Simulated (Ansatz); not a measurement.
```yaml
crystal:
  periodic: [false, false, false]
  atoms:
    - {symbol: Ga, position_ang: [0.000017, -0.000070, -0.000081]}
    - {symbol: F, position_ang: [0.011088, -0.018120, 1.795607]}
    - {symbol: F, position_ang: [1.689641, 0.010725, -0.607995]}
    - {symbol: F, position_ang: [-0.854061, 1.469612, -0.579252]}
    - {symbol: F, position_ang: [-0.846675, -1.462147, -0.608269]}
basis:
  gaussian: {orbitals: def2-mTZVP, fitting: {mean_field: cc-pVTZ-jkfit}}
total_charge: -1
hamiltonian: {xc: {name: B97M-V}}
scf: {omitted_lower_state_checks: [starts]}
output: {forces: true}
```

```sh
$ ansatz run in.yaml --threads 4 --pin off --events-out ev --progress --plain --max-ram 3916MiB
```

Shortened log:

```
Functional definition: B97M-V
523 factors; integrals over basis functions are off by at most 2.5e-2 eV
mean field evaluation 1: about -63241.8825 eV, gradient 3.6e1 eV
mean field evaluation 2: about -63237.5985 eV, gradient 6.9e1 eV
mean field evaluation 4: about -63243.7247 eV, gradient 1.6e0 eV
mean field evaluation 8: about -63243.7350 eV, gradient 2.3e-2 eV
mean field -63243.73503803 eV, -2324.1643945044 hartree, gradient 7.9e-5 eV, S^2 0.000000; 0 other end points of the search recorded, 0 dependent functions left out
reference -63243.73509449 eV, -2324.1643965791 hartree; 34, 34 occupied and 78, 78 virtual orbitals, 523 factors
Total energy: -63243.73509449 eV, -2324.1643965791 hartree
Atom 0 at     0.000017    -0.000070    -0.000081 Å, force    -0.000754     0.002120     0.002326 eV/Å
Atom 1 at     0.011088    -0.018120     1.795607 Å, force    -0.002228     0.002454    -0.227215 eV/Å
Atom 2 at     1.689641     0.010725    -0.607995 Å, force    -0.212153    -0.001892     0.075203 eV/Å
Atom 3 at    -0.854061     1.469612    -0.579252 Å, force     0.108217    -0.185278     0.073591 eV/Å
Atom 4 at    -0.846675    -1.462147    -0.608269 Å, force     0.106919     0.182595     0.076095 eV/Å
Dipole moment:     0.000051    -0.000202    -0.000234 e Å
Checks for a lower state left out: starts
```

Hardware: 4 threads of Arm Neoverse N1 on a shared host. Wall time 4.3 s.

The highest occupied level of an anion often lies above zero with these methods, and sets without diffuse functions describe the outer electron poorly.

The dipole of an ion depends on the origin.
